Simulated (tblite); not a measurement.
Run record: molecular-dynamics run, `CN(C=O)[C@H]1[C@@H]2C[C@@H]21`.

Computed with GFN2-xTB (tblite), gas phase: Langevin dynamics at 600 K from the optimised GFN2-xTB geometry, time step 0.5 fs, friction 0.01 fs⁻¹, 2000 steps. The command runs a driver script over a list of jobs; the input below is this job's line of settings and its coordinates in Å. «temperature» is in K, «steps» counts time steps and «every» is the stride of the printed frames; «frames» go on to single points.

Command:
```bash
OMP_NUM_THREADS=1 python probes_run.py task.json out
```

Input:
```
{"job": {"kind": "md", "xc": "GFN2-xTB", "basis": "xTB", "temperature": 600, "steps": 2000, "every": 50, "frames": 5}, "charge": 0, "multiplicity": 1}
C     -1.978873    -0.258668    -0.770552
N     -1.032642     0.054216     0.278104
C     -1.420255     0.012964     1.566085
O     -2.509623    -0.331573     1.957067
C      0.258724     0.504054    -0.133581
C      1.479064     0.071954     0.619102
C      2.445935     0.321831    -0.495107
C      1.215324    -0.492980    -0.727881
H     -2.906201    -0.571092    -0.294184
H     -1.599082    -1.063722    -1.400821
H     -2.165337     0.620916    -1.390601
H     -0.616327     0.336358     2.250481
H      0.240827     1.509615    -0.561856
H      1.611058    -0.340461     1.594613
H      2.508223     1.315105    -0.925520
H      3.393290    -0.199187    -0.461304
H      1.068896    -1.477299    -1.113955
```

Output:
```
t/fs     T/K      E/eV
    0.0   518.0   -662.69556
   25.0   376.7   -661.97603
   50.0   392.9   -661.82222
   75.0   500.5   -661.67396
  100.0   473.8   -661.64227
  125.0   643.5   -661.75573
  150.0   445.1   -661.72775
  175.0   484.3   -661.93050
  200.0   480.7   -661.83235
  225.0   496.9   -661.69977
  250.0   396.4   -661.64754
  275.0   401.1   -661.63960
  300.0   461.3   -661.67836
  325.0   554.7   -661.60376
  350.0   459.0   -661.57306
  375.0   592.0   -661.45725
  400.0   516.8   -661.19894
  425.0   774.4   -661.82334
  450.0   523.2   -661.32348
  475.0   781.9   -661.51946
  500.0   710.9   -661.48591
  525.0   660.7   -661.70808
  550.0   697.2   -661.61554
  575.0   488.1   -661.40313
  600.0   550.8   -661.86000
  625.0   533.3   -661.81748
  650.0   473.5   -661.75716
  675.0   338.2   -661.67534
  700.0   422.0   -661.68535
  725.0   323.1   -661.20918
  750.0   606.9   -661.51944
  775.0   577.5   -661.52091
  800.0   606.9   -661.53855
  825.0   603.7   -661.57241
  850.0   498.3   -661.28473
  875.0   578.8   -661.54234
  900.0   704.2   -661.43181
  925.0   595.8   -661.74104
  950.0   522.9   -661.48235
  975.0   556.9   -661.65509
 1000.0   460.5   -661.31275
```

E is the potential energy; T comes from the kinetic energy over all 3N coordinates.

Sum up the printed frames.

41 frames over 1000 fs. T runs from 323 K (725 fs) to 782 K (475 fs), with a mean of 531 K over all frames and 548 K from 500 fs on. E starts at -662.696 eV, peaks 1.497 eV above that at 400 fs, and averages 1.133 eV above it from 500 fs on.

Give the last frame.

1.20 Å rms from the start after alignment:
```
atom  x, y, z in Å  |  force x, y, z in eV/Å
C1     -3.078    2.067    0.344   -0.235  -2.313  -0.096
N2     -2.411    0.879    1.056   -2.116   1.715   1.558
C3     -3.033    0.522    2.253    2.488  -0.391   0.113
O4     -3.745    1.168    2.999    0.507  -1.083  -1.596
C5     -1.059    0.498    0.674   -2.758   1.027  -0.655
C6      0.164    0.757    1.471   -0.773  -0.051  -1.098
C7      1.000   -0.040    0.558   -1.323  -0.692  -1.278
C8     -0.256   -0.625    1.168    0.185  -1.476   0.908
H9     -4.146    1.713    0.172    1.081   0.599   0.409
H10    -2.596    1.968   -0.638   -0.201   1.108   0.208
H11    -3.112    3.061    0.854    0.563  -1.120  -0.439
H12    -2.503   -0.499    2.502   -1.158   1.063   0.344
H13    -1.058    0.742   -0.387    0.497  -0.213  -0.262
H14     0.344    1.359    2.285    0.337   0.822   1.263
H15     0.852    0.043   -0.574    1.207   0.250   1.626
H16     1.833   -0.382    1.086    1.670  -0.545  -0.451
H17    -0.414   -1.585    1.707    0.032   1.301  -0.556
```

Hardware: one thread, AMD EPYC 7R43 (x86_64), no GPU, shared host. Cost: 14 s of wall time, 0.18 GiB resident at most.
